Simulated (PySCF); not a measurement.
Worked example: oscillator strength and radiative lifetime

PbCl2, SMILES [Cl][Pb][Cl] (connectivity only; charge and spin as stated), neutral, multiplicity 1.

The structure is a stationary point at ωB97X-D3(BJ)/def2-TZVP. The isomer is the one that the SMILES or the coordinates give; other isomers of the formula were not compared. The def2 effective core potentials stand for the cores of Pb; spin–orbit coupling is left out.

TDDFT-ωB97X/def2-SVPD in PySCF puts the first singlet state with f over 0.02 at 4.11 eV (vertical), with the transition dipole (0.450, 0.000, 0.000) in atomic units.

Question: Find the oscillator strength, the wavelength and the radiative lifetime that this transition would have in vacuum if emission retraced absorption.

Answer: 
|μ|² = 0.2025 au, so |μ| = 1.14 D. ΔE = 4.11/27.211 = 0.1510 hartree. f = (2/3) ΔE |μ|² = 0.020 (the program prints 0.020).
λ = 1239.84/4.11 = 302 nm; ν = 33149 cm⁻¹.
Einstein's coefficient A = 0.6670 ν² f s⁻¹ (ν in cm⁻¹) = 1.5e7 s⁻¹, so τ = 1/A = 67 ns. This state is S1. The figure is the radiative limit of this one transition; relaxation, internal conversion, crossing to triplets and a medium change what is measured.
